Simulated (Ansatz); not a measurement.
BFH₄OSi₂, SMILES `F[Si]1([SiH3])BO1` at its PBE0-D4/def2-TZVP geometry, where that method's forces vanish. Total charge 0; spin multiplicity 1.

| atom | x (Å) | y (Å) | z (Å) |
| --- | --- | --- | --- |
| F1 | -0.918 | -0.149 | -2.022 |
| Si2 | 0.101 | -0.136 | -0.787 |
| Si3 | -1.129 | -0.373 | 1.182 |
| B4 | 1.923 | 0.307 | -1.064 |
| O5 | 1.062 | 1.309 | -0.792 |
| H6 | -2.173 | 0.682 | 1.269 |
| H7 | -0.184 | -0.255 | 2.321 |
| H8 | -1.769 | -1.713 | 1.199 |
| H9 | 3.087 | 0.327 | -1.305 |

Task: For each bond, give half the difference of the two atoms' forces along it (eV/Å; positive pushes the atoms apart) under PBE-D4, r2SCAN-D4, B3LYP-D4, ωB97M-V in def2-TZVPP. (An estimate is asked.)

Result: Computed: 
```tsv
bond	length (Å)	PBE-D4	r2SCAN-D4	B3LYP-D4	ωB97M-V
F1–Si2	1.601	0.49	0.04	0.17	0.16
Si2–Si3	2.334	-0.25	-0.07	0.02	0.00
Si2–B4	1.895	0.22	0.16	0.13	0.06
Si2–O5	1.735	0.59	0.19	0.11	-0.02
Si3–H6	1.486	0.08	-0.01	-0.07	-0.11
Si3–H7	1.485	0.09	-0.01	-0.07	-0.09
Si3–H8	1.485	0.10	-0.01	-0.07	-0.10
B4–O5	1.349	0.57	0.25	0.12	0.14
B4–H9	1.189	-0.09	-0.12	-0.19	-0.19
```

B3LYP here is the variant with VWN-RPA as its local correlation; programs differ in this.
